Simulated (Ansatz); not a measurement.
Species: GeBr2, charge 0, singlet. GeBr2 (SMILES [Br][Ge][Br]).
B3LYP-D3(BJ)/def2-TZVP minimum from Ansatz (an electronic-structure program):
```
Ge
Br 1 2.3672
Br 1 2.3672 2 101.50
```

Total energies in cc-pVTZ, 18 correlated electrons, 42 frozen orbitals. Radicals and triplets start from unrestricted determinants; spin-orbit coupling is neglected. Cores are frozen in correlated methods (noble-gas shells, and filled d and f shells in the p block). No relativity. Spin-orbit terms, left out, reach several kcal/mol for Br and I, and more for heavier atoms.

```json
[
 {"method": "HF", "program": "Ansatz", "energy (Eh)": "-7220.42567", "minus CCSDT(Q) (mEh)": "462.93"},
 {"method": "MP2", "program": "Ansatz", "energy (Eh)": "-7220.83125", "minus CCSDT(Q) (mEh)": "57.35"},
 {"method": "CCSD", "program": "Ansatz", "energy (Eh)": "-7220.86585", "minus CCSDT(Q) (mEh)": "22.75"},
 {"method": "CCSD(T)", "program": "Ansatz", "energy (Eh)": "-7220.88623", "minus CCSDT(Q) (mEh)": "2.37"},
 {"method": "CCSDT(Q)", "program": "Ansatz", "energy (Eh)": "-7220.88860", "minus CCSDT(Q) (mEh)": "0.00"}
]
```

Rough core times of Ansatz's runs on a shared machine: CCSD(T) under 20 s, CCSDT(Q) 7 min.
